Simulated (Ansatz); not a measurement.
Cost and result for the atomization energy of CH$_{5}$BrOSi$_{2}$, SMILES `C[Si]1(Br)O[SiH2]1` (10 atoms, 10 bonds).

```xyz
10

C     0.170   -1.159    1.301
Si    0.533    0.042   -0.058
Br    2.724    0.071   -0.410
O    -0.357   -0.183   -1.463
Si   -0.793    1.428   -1.114
H     0.498   -2.157    0.999
H     0.700   -0.882    2.214
H    -0.903   -1.182    1.501
H    -2.242    1.607   -0.847
H    -0.330    2.414   -2.121
```

The species carries charge 0 and has multiplicity 1. Correlated methods include outer-core shells of Br, which these sets cover unevenly. Scalar relativity is left out up to krypton. The geometry is a stationary point of PBE0-D4/def2-TZVP. Program: Ansatz. All runs use 4 threads of an Arm Neoverse N1 on a shared host. Times are those of one run each, without the atoms' runs, and a repeat can differ threefold. Electronic energies, without spin–orbit coupling; frozen cores. CCSD(T)/CBS adds CCSD(T) − MP2 in def2-TZVPP to the MP2 limit, and its time is that of the two runs behind it. T1 = 0.011. With those shells the extrapolation isn't a true limit. B3LYP takes the VWN-RPA correlation (the form of Gaussian; ORCA's B3LYP/G).

CCSD(T)/CBS is a level of theory with its own doubt, some kJ/mol a heavy atom from the limit and from the frozen cores, so smaller differences don't rank the functionals.

| level | functions | wall time |
| --- | --- | --- |
| PBE-D4/def2-TZVPP (with forces) | 264 | 5 s |
| PBE0-D4/def2-TZVPP | 264 | 8 s |
| r2SCAN-D4/def2-TZVPP (with forces) | 264 | 11 s |
| B3LYP-D4/def2-TZVPP (with forces) | 264 | 12 s |
| B2PLYP/def2-TZVPP | 264 | 13 s |
| ωB97X-V/def2-TZVPP | 264 | 19 s |
| ωB97M-V/def2-TZVPP (with forces) | 264 | 27 s |
| MP2/def2-QZVPP | 493 | 50 s |
| CCSD(T)/def2-TZVPP | 264 | 8 min |
| CCSD(T)/CBS(def2) | – | 8.9 min |

Problem. What atomization energy does each give, and how far from CCSD(T)/CBS? (Best estimate.)

Solution. Ansatz gave: 
| level | atomization (kJ/mol) | difference from CCSD(T)/CBS | per bond |
| --- | --- | --- | --- |
| PBE-D4/def2-TZVPP (with forces) | 3574.2 | 25.5 | 2.5 |
| PBE0-D4/def2-TZVPP | 3522.5 | -26.2 | -2.6 |
| r2SCAN-D4/def2-TZVPP (with forces) | 3558.6 | 9.9 | 1.0 |
| B3LYP-D4/def2-TZVPP (with forces) | 3512.2 | -36.5 | -3.7 |
| B2PLYP/def2-TZVPP | 3480.6 | -68.1 | -6.8 |
| ωB97X-V/def2-TZVPP | 3552.7 | 4.0 | 0.4 |
| ωB97M-V/def2-TZVPP (with forces) | 3539.1 | -9.6 | -1.0 |
| MP2/def2-QZVPP | 3571.9 | 23.2 | 2.3 |
| CCSD(T)/def2-TZVPP | 3436.6 | -112.1 | -11.2 |
| CCSD(T)/CBS(def2) | 3548.7 | 0.0 | 0.0 |

The D4 term adds +44.7 kJ/mol with B3LYP and +23.5 kJ/mol with PBE0; it sums over pairs of atoms, weighted by their polarisabilities, and B3LYP, whose exchange is more repulsive, gets the larger term. In def2-TZVPP, CCSD(T) changes the Hartree–Fock value by +862.8 kJ/mol (the triples alone add +57.4 kJ/mol) and MP2 by +931.3 kJ/mol; breaking electron pairs costs correlation energy, which Hartree–Fock lacks. From PBE to PBE0 (25 % exact exchange), in def2-TZVPP and without D4, the atomization energy moves by −47.8 kJ/mol: exact exchange takes away binding that semilocal exchange gives to molecules.
